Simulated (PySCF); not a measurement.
**Nuclear quadrupole coupling in `CC(=O)OCCC(=O)[O-]`**

Species: C₅H₇O₄ (charge -1).
Z-matrix (Å and degrees, GFN2-xTB geometry), rows numbered from 1:
```
C 
C   1  1.5214
O   2  1.2094  1  122.75
O   2  1.3143  1  110.68  3  -179.93
C   4  1.4496  2  119.95  1   175.01
C   5  1.5072  4  111.00  2  -125.67
C   6  1.6144  5  110.32  4  -161.18
O   7  1.2334  6  115.13  5    31.49
O   7  1.2314  6  114.38  5  -149.80
H   1  1.0870  2  109.30  3   -51.46
H   1  1.0851  2  110.14  3  -173.03
H   1  1.0879  2  108.72  3    66.61
H   5  1.0926  4  108.68  2    -2.18
H   5  1.0950  4  107.16  2   115.89
H   6  1.0906  5  112.40  4    76.73
H   6  1.0928  5  109.65  4   -44.46
```

Field gradients from the PBE0/pcSseg-1 density (PySCF, non-relativistic), principal values in atomic units, ordered |Vxx| ≤ |Vyy| ≤ |Vzz|:

| atom | Vxx | Vyy | Vzz |
| --- | --- | --- | --- |
| O3 | 0.7476 | 0.8103 | -1.5579 |
| O4 | -0.6225 | -0.9367 | 1.5592 |
| O8 | 0.4118 | 0.9190 | -1.3308 |
| O9 | 0.4864 | 0.9371 | -1.4235 |

**Question.** Find the asymmetry η = (Vxx − Vyy)/Vzz and the couplings χ = eQV/h (234.96 MHz × Q in barn × V in au), with Q(17O) = −0.0256 b.

**Answer.** 
```csv
atom,environment,nucleus,η,χzz (MHz),χxx (MHz),χyy (MHz)
O3,ester carbonyl oxygen,17O,0.04,9.37,-4.50,-4.87
O4,ester single-bonded oxygen,17O,0.20,-9.38,3.74,5.63
O8,carboxylate oxygen,17O,0.38,8.00,-2.48,-5.53
O9,carboxylate oxygen,17O,0.32,8.56,-2.93,-5.64
```

The gradient is axial or nearly so (η below 0.05) at O3. The tensor is traceless: Vxx + Vyy + Vzz = 0.

**Question.** What is Vzz at O3 in SI units (1 au = 9.71736 × 10²¹ V/m²)?

**Answer.** -1.5579 au = -15.138 × 10²¹ V/m².

Were the hydrogens deuterons (Q(2H) = 0.00286 b), χzz would run from 193 kHz (H14) to 213 kHz (H10, H11 and H12).

One conformer (not necessarily the lowest) at the GFN2-xTB geometry, without solvent, vibrations or thermal averaging. GFN2-xTB frequencies show an imaginary mode (27i cm⁻¹), so this geometry is no minimum at that level. The pcSseg-1 basis has no diffuse functions, a weakness for an anion. GFN2-xTB bond lengths can be off by several hundredths of an ångström, more for odd bonds, and the gradients follow them. The small basis limits the accuracy of the gradients.
